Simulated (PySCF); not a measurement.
These are PBE0-D3(BJ)/def2-TZVP in PySCF values and carry that method's errors. Gas-phase values, no solvent. 

Reference species (SMILES): `Cl[B]Cl` (neutral, multiplicity 2).

The dipole moment comes out as 0.31 D.

Changed species: `I[B]I` (radical fragment; the reference has radical fragment).

Question: Give the shifts of the dipole moment.

Answer: the dipole moment increases by 0.30 D, to 0.61 D.
